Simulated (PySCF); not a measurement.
Unknowns

[PySCF: GIAO PBE0/pcSseg-1 shieldings; structure optimised with GFN2-xTB; one computed conformer; non-relativistic; equivalent nuclei averaged; isolated molecule]

References, each an isolated molecule treated in the same way: TMS for 1H (σref 31.72), 13C (σref 186.93). Where no couplings were computed, multiplicities follow the n + 1 count of equivalent neighbours, and m marks all less simple cases (inequivalent or close neighbours, rings, F or P nearby). Shifts are as computed. Against solution values, carbons near 30 ppm lie about +3 ppm off and those near 130 ppm about +5 ppm (rms about the fit 2.1 ppm; single classes can miss by 10 ppm). Of 1328 compounds with measured shifts, 309 miss one by over three times the rms of a fit or turn the order of signals round; such compounds aren't used in these exercises. Signals without a measured value on file couldn't be tested in this way; 1H shifts scatter by 0.2 ppm about their fit, and single ones miss by 0.5 ppm.

(1) C$_{4}$H$_{7}$NSi. 1H NMR (600 MHz, computed): δ 6.05 (m, 1H), 5.54 (m, 1H), 5.36 (m, 1H), 4.27 (t, 2H), 2.22 (m, 2H). 13C{1H} NMR (computed): δ 139.5, 123.9, 123.5, 24.0. What is it?

(2) C$_{3}$H$_{8}$Si. 1H NMR (500 MHz, computed): δ 2.57 (m, 1H), 2.28 (m, 1H), 1.34 (d, 3H), 1.00 (m, 1H), 0.82 (m, 1H), 0.11 (m, 1H). 13C{1H} NMR (computed): δ 20.9, 5.8, 2.6. Give a structure.

Results:

(1) `C=CC[SiH2]C#N`. Rings plus π bonds: 3 (no ring in the answer). 4 carbon signals for 4 carbons: no two carbons are equivalent. Carbon types of the structure: 1 × C, 1 × CH, 2 × CH2, leaving 2 H on heteroatoms. δC 139.5: alkene CH; an sp2 carbon of a C=C bond. δC 123.9: terminal =CH2 carbon; the olefinic region. δC 123.5: nitrile carbon; this is the usual window of a C≡N carbon, which has no attached hydrogen. δH 5.54, 5.36: hydrogen on a terminal =CH2 carbon; attached to an sp2 carbon and in the plane of the double bond.

The shifts were computed for this structure.

(2) SMILES C[C@H]1C[SiH2]1. The formula gives 1 degree of unsaturation (1 ring in the answer). 3 carbon signals for 3 carbons: no two carbons are equivalent. Carbon types of the structure: 1 × CH, 1 × CH2, 1 × CH3, leaving 2 H on heteroatoms. δC 20.9: methyl carbon; aliphatic region, no heteroatom directly attached. δC 5.8, 2.6: three-membered-ring carbon; carbons of three-membered rings are unusually shielded. δH 2.57, 2.28: hydrogen on a silicon bonded to 2 C, in a 3-membered ring. δH 1.00, 0.82, 0.11: hydrogen on a three-membered-ring carbon; cyclopropane-type protons are shielded by the ring.
